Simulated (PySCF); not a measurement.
# What a mistake does to a calculation on ClGeH7Si2

Calculated results; nothing here was measured. The program is PySCF 2.14.0, an open-source quantum chemistry code, run on an isolated molecule that a program drew, which may never have been made. The molecule is ClGeH7Si2 (charge 0, singlet), drawn as the SMILES string `[SiH3][GeH2][SiH2]Cl`.

Each row is a Hartree-Fock (HF) and frozen-core CCSD(T) single point in the cc-pV(D+d)Z basis, meant for a local HF minimum. Run 1 is clean. Each other run has one planted mistake out of seven kinds, and not every kind appears here: one electron removed, one electron added, multiplicity raised by two, geometry at a saddle point, minimal basis STO-3G, one bond length entered in bohr, all coordinates scaled. The reference is restricted for singlets and unrestricted otherwise, and also for a bond in bohr. Adding or removing an electron swaps singlet and doublet. Electrons count all cores. HOMO and LUMO are orbital energies over both spins, the gradient is its largest component, and the lowest frequency (negative if imaginary) is given only where the gradient is small. Bond lengths are over the 10 bonds as drawn. T1 is the CCSD diagnostic: over 0.02 (restricted) or 0.045 (unrestricted) a single reference is doubtful. Germanium has the cc-pVDZ-PP basis, with a core potential (ECP10MDF) in place of its 10 inner electrons, and its 3s, 3p and 3d shells are frozen in CCSD(T).

Geometry of the clean run:
```xyz
11
ClGeH7Si2, angstrom
Si    0.0417   -0.8246    1.6263
Ge   -2.0105   -0.1194    0.5836
Si   -3.4476    1.0674    2.0987
Cl   -2.3871    2.6528    2.9448
H     0.8271   -1.6435    0.6743
H     0.8357    0.3575    2.0276
H    -0.2670   -1.6376    2.8256
H    -1.7115    0.7895   -0.6160
H    -2.7829   -1.3431    0.0651
H    -3.8953    0.2044    3.2092
H    -4.6249    1.6424    1.4200
```

| run | electrons | basis functions | <S^2> | HOMO (eV) | LUMO (eV) | gradient (hartree/bohr) | lowest frequency (cm^-1) | mean bond (Å) | longest bond (Å) | T1 | HF (hartree) | CCSD(T) (hartree) | mistake |
|---|---|---|---|---|---|---|---|---|---|---|---|---|---|
| 1 | 84 | 127 | 0.000 | -10.36 | 2.81 | 7.7e-06 | 31 | 1.7361 | 2.408 | 0.0114 | -1334.88270 | -1335.40734 | no fault |
| 2 | 83 | 127 | 0.784 | -15.89 | -8.30 | 6.2e-02 | - | 1.7361 | 2.408 | 0.0269 | -1334.53946 | -1335.05073 | one electron removed |
| 3 | 84 | 127 | 0.831 | -9.21 | 1.06 | 8.6e-03 | - | 1.8677 | 2.796 | 0.0403 | -1334.77238 | -1335.28636 | one bond length entered in bohr |
| 4 | 85 | 127 | 0.763 | 1.59 | 7.56 | 5.3e-02 | - | 1.7361 | 2.408 | 0.0185 | -1334.80036 | -1335.34787 | one electron added |
| 5 | 84 | 127 | 0.000 | -10.42 | 3.09 | 2.4e-02 | - | 1.6754 | 2.323 | 0.0111 | -1334.86998 | -1335.39334 | ? |
| 6 | 84 | 127 | 2.019 | -4.10 | -2.61 | 5.0e-02 | - | 1.7361 | 2.408 | 0.0283 | -1334.65889 | -1335.18758 | ? |

**Which mistake was planted in run 5, and what did it cost?**

The mean and the longest bond both change by the same factor, 0.965, and the gradient is no longer small. So the mistake is: all coordinates scaled. Subtracting run 1 and multiplying by 627.51 kcal/mol a hartree, the energy moved by 8.0 kcal/mol in HF and 8.8 kcal/mol in CCSD(T).

**Which mistake was planted in run 6, and what did it cost?**

Electrons, basis and geometry are unchanged, and <S^2> is 2.019, beside S(S+1) = 2.00 for a multiplicity of 3. So the mistake is: multiplicity raised by two. Subtracting run 1 and multiplying by 627.51 kcal/mol a hartree, the energy moved by 140.4 kcal/mol in HF and 137.9 kcal/mol in CCSD(T).

Cautions from the logs. Run 4: the HOMO is above zero, so the electron isn't bound and the energy depends on the basis.
